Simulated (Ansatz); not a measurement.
Species: SiH$_{2}$Cl, charge 0, doublet. SiH2Cl (SMILES Cl[SiH2], doublet).
B3LYP-D3(BJ)/def2-TZVP minimum from Ansatz (a quantum-chemistry and plane-wave program):
```
Si
H 1 1.4844
H 1 1.4844 2 111.01
Cl 1 2.0680 2 108.33 3 118.83
```
Charge 0, spin multiplicity 2.

Total energies in aug-cc-pV(D+d)Z, 13 correlated electrons, 10 frozen orbitals. UHF or UKS for unpaired electrons; spin-orbit terms are left out. Cores are frozen in correlated methods. No relativity.

```
method    program  energy (Eh)  minus CCSDT(Q) (mEh)
--------  -------  -----------  --------------------
HF         Ansatz   -749.61499                279.81
MP2        Ansatz   -749.85273                 42.07
CCSD       Ansatz   -749.88549                  9.31
CCSD(T)    Ansatz   -749.89327                  1.53
CCSDT(Q)   Ansatz   -749.89480                  0.00
```

Rough core times of Ansatz's runs on a shared machine: CCSD(T) under 20 s, CCSDT(Q) 3 min.
